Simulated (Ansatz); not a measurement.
System: C$_{6}$H$_{13}$O, net charge 0, doublet state. It need not be the lowest isomer of its formula. SMILES: OCCCCC[CH2]
Structure (B3LYP-D3(BJ)/def2-TZVP (Ansatz, a quantum-chemistry and plane-wave program) minimum search):
```xyz
20

C      3.8470    -0.1104     0.1999
C      2.5204    -0.7599     0.0576
C      1.3458     0.2204     0.0742
C     -0.0128    -0.4650    -0.0375
C     -1.1847     0.5132    -0.0154
C     -2.5340    -0.1791    -0.1378
O     -3.6347     0.7208    -0.0581
H      3.9456     0.8373     0.7130
H      4.7533    -0.6224    -0.0928
H      2.4923    -1.3550    -0.8632
H      2.3724    -1.4935     0.8686
H      1.4639     0.9352    -0.7461
H      1.3824     0.8064     0.9986
H     -0.1242    -1.1816     0.7837
H     -0.0453    -1.0537    -0.9611
H     -1.1722     1.0942     0.9113
H     -1.0745     1.2311    -0.8374
H     -2.6732    -0.8801     0.6875
H     -2.5747    -0.7598    -1.0690
H     -3.5578     1.3603    -0.7744
```
Charge 0, spin multiplicity 2.

Property: atomisation energy (electronic, to ground-state atoms), in kcal/mol. Correlated levels leave the core frozen unless marked. UHF or UKS for open shells. Spin-orbit coupling is left out. No relativistic terms. The coupled-cluster limit lacks core correlation, which all-electron functionals hold. CBS marks a two-point X^-3 extrapolation of the correlation energy; Hartree-Fock from the larger set. The bracket is a focal-point correction in the basis named.

```json
[
 {"level": "HF/STO-3G", "program": "Ansatz", "atomisation energy (kcal/mol)": "1722.6"},
 {"level": "HF/cc-pVDZ", "program": "Ansatz", "atomisation energy (kcal/mol)": "1385.9"},
 {"level": "HF/cc-pVQZ", "program": "Ansatz", "atomisation energy (kcal/mol)": "1409.2"},
 {"level": "PBE-D3(BJ)/def2-TZVPD", "program": "Ansatz + dftd3", "atomisation energy (kcal/mol)": "1916.5"}
]
```

**Question.** What does RI-MP2/CBS(cc-pVTZ,cc-pVQZ)+[CCSD(T)-MP2]/cc-pVTZ (Ansatz) give?

**Answer.** 1878.6 kcal/mol
